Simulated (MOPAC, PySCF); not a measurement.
[Zn(NH2)2], neutral singlet in the gas phase. 

Cartesian coordinates (Å):
```xyz
7

Zn     0.0307     0.0526     0.0621
N      1.1883     0.6578    -1.2195
H      1.9543     0.0052    -1.4338
H      1.6409     1.5527    -0.9915
N     -1.2256    -0.7217     1.1440
H     -2.1874    -0.4040     0.9630
H     -1.0679    -0.5720     2.1493
```
Charge 0, multiplicity 1.

All levels are single points at this geometry (PBE-D3(BJ)/def2-SVP); Pople sets use spherical d functions. Orbital energies aren't observables, and empty levels follow the basis.

M06-2X/6-31G* (LANL2DZ on Zn) in PySCF gives HOMO (eV) = -7.70.

Task: Estimate the HOMO (eV) from each of these levels: TPSSh-D3(BJ)/def2-TZVP in PySCF; B3LYP/LANL2DZ in PySCF; SVWN5/6-31G* (LANL2DZ on Zn) in PySCF; HF/6-31G* (LANL2DZ on Zn) in PySCF; AM1 in MOPAC.

Result: 
```csv
level,HOMO (eV)
TPSSh-D3(BJ)/def2-TZVP in PySCF,-6.09
B3LYP/LANL2DZ in PySCF,-6.16
SVWN5/6-31G* (LANL2DZ on Zn) in PySCF,-5.13
HF/6-31G* (LANL2DZ on Zn) in PySCF,-9.87
AM1 in MOPAC,-9.52
```
